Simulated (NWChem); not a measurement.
System: BiCl$_{2}$ cation; SMILES [Cl][Bi+][Cl]

```xyz
3

Bi     0.0000     0.0000     0.4452
Cl     1.8254     0.0000    -1.0867
Cl    -1.8254     0.0000    -1.0867
```
Atoms are numbered in this order, from 1.

All runs use the structure optimised with PBE0/def2-SVP. def2 effective core potentials on Bi; no spin-orbit coupling.

Symmetry labels are those of C2v in the frame above (b1 and b2, or b-type labels, depend on it).

List the 4 lowest vertical singlet excitations from PBE/def2-SVPD with def2 effective core potentials on Bi, full TDDFT (NWChem).


| state | energy (eV) | oscillator strength | symmetry | leading excitation (squared amplitude) |
|---|---|---|---|---|
| S1 | 2.56 | 0.000 | a2 | HOMO → LUMO (1.00) |
| S2 | 2.79 | 0.001 | b2 | HOMO−1 → LUMO (1.00) |
| S3 | 3.47 | 0.038 | b1 | HOMO−2 → LUMO (0.92) |
| S4 | 4.26 | 0.019 | a1 | HOMO−3 → LUMO (0.93) |
